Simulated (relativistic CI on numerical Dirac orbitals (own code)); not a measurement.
# Ligand-field terms of d6

Computed with a parametric ligand-field model of a d^n configuration (Racah B and C, spin-orbit zeta, crystal field), exact diagonalisation.

Field parameters in Wybourne normalisation: Oh B⁴₀ = 21Dq, B⁴₄ = √(5/14) B⁴₀; Td as Oh with Dq negative (B⁴₀ = 21Dq, B⁴₄ = √(5/14) B⁴₀). The field is a parameter set, without covalency.

(1) Ground term and bands for B = 370, C = 1860, ζ = 0 cm⁻¹, Oh, 10Dq = 6850 cm⁻¹?

(2) Ground term and bands for B = 840, C = 4190, ζ = 0 cm⁻¹, Oh, 10Dq = 4300 cm⁻¹?

(3) Ground term and bands for B = 570, C = 2780, ζ = 0 cm⁻¹, Td, 10Dq = -7150 cm⁻¹?

(4) Ground term and bands for B = 410, C = 1630, ζ = 0 cm⁻¹, Td, 10Dq = -8900 cm⁻¹?

(5) Ground term and bands for B = 720, C = 3190, ζ = 0 cm⁻¹, Td, 10Dq = -8700 cm⁻¹?

## Answers

(1) Ground term 5T2 with 2.00 electrons in the two orbitals of the cubic e set. Spin-allowed: 5E 6850 cm⁻¹ (1460 nm). Lowest spin-forbidden: 1A1 1665 cm⁻¹, 3T1 3485 cm⁻¹ (2869 nm), 3T2 5440 cm⁻¹ (1838 nm).

(2) Ground term 5T2 with 2.00 electrons in the two orbitals of the cubic e set. Spin-allowed: 5E 4300 cm⁻¹ (2326 nm). Lowest spin-forbidden: 3T1 17816 cm⁻¹ (561 nm), 3T2 19528 cm⁻¹ (512 nm), 3T1 21124 cm⁻¹ (473 nm).

(3) Ground term 5E with 3.00 electrons in the two orbitals of the cubic e set. Spin-allowed: 5T2 7150 cm⁻¹ (1399 nm). Lowest spin-forbidden: 3T1 8574 cm⁻¹ (1166 nm), 3E 13896 cm⁻¹ (720 nm), 3T1 14722 cm⁻¹ (679 nm).

(4) Ground term 5E with 3.00 electrons in the two orbitals of the cubic e set. Spin-allowed: 5T2 8900 cm⁻¹ (1124 nm). Lowest spin-forbidden: 3T1 990 cm⁻¹, 1T2 5596 cm⁻¹ (1787 nm), 1E 6190 cm⁻¹ (1616 nm).

(5) Ground term 5E with 3.00 electrons in the two orbitals of the cubic e set. Spin-allowed: 5T2 8700 cm⁻¹ (1149 nm). Lowest spin-forbidden: 3T1 9678 cm⁻¹ (1033 nm), 3E 16259 cm⁻¹ (615 nm), 3T1 17191 cm⁻¹ (582 nm).
